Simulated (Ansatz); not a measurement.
Reaction (ligand exchange at a B–C bond): `CNBCN` + HCl → `CNBCl` + CH₃NH₂

Computed with Ansatz on PBE0-D4/def2-TZVP structures; ΔE is electronic, products minus reactants. CCSD(T)/CBS is the MP2 limit (def2-TZVPP, def2-QZVPP) plus CCSD(T) − MP2 in def2-TZVPP, frozen cores. This one scheme is used for every species. DFT in def2-TZVPP. B3LYP here is the variant with VWN-RPA as its local correlation; programs differ in this. Each species was taken in one conformer, which may not be the lowest.

```json
{"level": "PBE-D4", "ΔE (kcal/mol)": "-23.7", "difference from CCSD(T)/CBS": "0.0"}
{"level": "r2SCAN-D4", "ΔE (kcal/mol)": "-24.8", "difference from CCSD(T)/CBS": "-1.1"}
{"level": "PBE0-D4", "ΔE (kcal/mol)": "-24.0", "difference from CCSD(T)/CBS": "-0.3"}
{"level": "B3LYP-D4", "ΔE (kcal/mol)": "-24.2", "difference from CCSD(T)/CBS": "-0.5"}
{"level": "ωB97X-V", "ΔE (kcal/mol)": "-24.0", "difference from CCSD(T)/CBS": "-0.3"}
{"level": "ωB97M-V", "ΔE (kcal/mol)": "-23.8", "difference from CCSD(T)/CBS": "-0.1"}
{"level": "B2PLYP", "ΔE (kcal/mol)": "-24.8", "difference from CCSD(T)/CBS": "-1.1"}
{"level": "PBE", "ΔE (kcal/mol)": "-24.2", "difference from CCSD(T)/CBS": "-0.5"}
{"level": "r2SCAN", "ΔE (kcal/mol)": "-25.0", "difference from CCSD(T)/CBS": "-1.3"}
{"level": "PBE0", "ΔE (kcal/mol)": "-24.4", "difference from CCSD(T)/CBS": "-0.7"}
{"level": "B3LYP", "ΔE (kcal/mol)": "-24.8", "difference from CCSD(T)/CBS": "-1.1"}
{"level": "HF/def2-TZVPP", "ΔE (kcal/mol)": "-26.4", "difference from CCSD(T)/CBS": "-2.7"}
{"level": "MP2/def2-TZVPP", "ΔE (kcal/mol)": "-24.7", "difference from CCSD(T)/CBS": "-1.0"}
{"level": "SCS-MP2/def2-TZVPP", "ΔE (kcal/mol)": "-24.7", "difference from CCSD(T)/CBS": "-1.0"}
{"level": "CCSD/def2-TZVPP", "ΔE (kcal/mol)": "-23.5", "difference from CCSD(T)/CBS": "0.2"}
{"level": "CCSD(T)/def2-TZVPP", "ΔE (kcal/mol)": "-23.5", "difference from CCSD(T)/CBS": "0.2"}
{"level": "HF/def2-QZVPP", "ΔE (kcal/mol)": "-26.3", "difference from CCSD(T)/CBS": "-2.6"}
{"level": "MP2/def2-QZVPP", "ΔE (kcal/mol)": "-24.8", "difference from CCSD(T)/CBS": "-1.1"}
{"level": "SCS-MP2/def2-QZVPP", "ΔE (kcal/mol)": "-24.8", "difference from CCSD(T)/CBS": "-1.1"}
{"level": "HF/CBS(def2)", "ΔE (kcal/mol)": "-26.2", "difference from CCSD(T)/CBS": "-2.5"}
{"level": "MP2/CBS(def2)", "ΔE (kcal/mol)": "-24.9", "difference from CCSD(T)/CBS": "-1.2"}
{"level": "CCSD/CBS(def2)", "ΔE (kcal/mol)": "-23.7", "difference from CCSD(T)/CBS": "0.0"}
{"level": "CCSD(T)/CBS", "ΔE (kcal/mol)": "-23.7", "difference from CCSD(T)/CBS": "0"}
```

Largest T1 diagnostic among the species: 0.011.

In def2-TZVPP, CCSD(T) changes the Hartree–Fock value by +2.9 kcal/mol (the triples alone add +0.0 kcal/mol) and MP2 by +1.7 kcal/mol.
